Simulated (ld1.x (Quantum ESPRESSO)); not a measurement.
**How hard is this Al ultrasoft potential?**

```
Element                 : aluminium
Generator               : ld1.x (Quantum ESPRESSO) 7.5
Type                    : ultrasoft
Functional              : PBE
Relativity              : scalar-relativistic
Frozen core             : [Ne]
Valence charge          : 3
Reference configuration : 3s1.75 3p1.25
Partial waves           : 3s (bound): rcut 1.30, rcutus 1.70 bohr; 3s channel at 1.5 Ry: rcut 1.30, rcutus 1.70 bohr; 3p (bound): rcut 1.95, rcutus 2.05 bohr; 3p channel at 0.45 Ry: rcut 1.95, rcutus 2.05 bohr; 3d channel at 0.5 Ry: rcut 1.35, rcutus 1.80 bohr; 3d channel at 2.3 Ry: rcut 1.35, rcutus 1.80 bohr
Local potential         : all-electron potential smoothed inside 1.55 bohr (lloc = -2)
Core correction         : a·sin(br)/r model core inside 1.05 bohr
Augmentation charge     : built from norm-conserving waves at rcut, not smoothed further
```

The pseudo-atom Hamiltonian at the reference potential is diagonalised in spherical Bessel functions j_l(qr) that vanish at 20 bohr, with q² up to the cutoff. All-electron valence levels (Ry): 3s -0.5859, 3p -0.2116.

Question: How do the lowest levels (Ry) of each channel move with the cutoff, and are there ghosts?

Answer:

```
cutoff (Ry)     s #1     p #1    d #1    f #1    f #2  Σ f·Δε (mRy)
          8  -0.5792  -0.2116  0.0438  0.1018  0.2230          11.8
         10  -0.5834  -0.2116  0.0437  0.1018  0.2230           4.4
         12  -0.5852  -0.2116  0.0437  0.1018  0.2230           1.3
         15  -0.5857  -0.2116  0.0436  0.1018  0.2230           0.4
         18  -0.5858  -0.2116  0.0436  0.1018  0.2230           0.3
         21  -0.5858  -0.2116  0.0436  0.1018  0.2230           0.2
        400  -0.5859  -0.2116  0.0435  0.1018  0.2230           0.0
```

Result: no extra level below or beside the all-electron valence levels (s, p, d, f tested); 10 mRy is reached at 10 Ry and 1 mRy at 15 Ry.
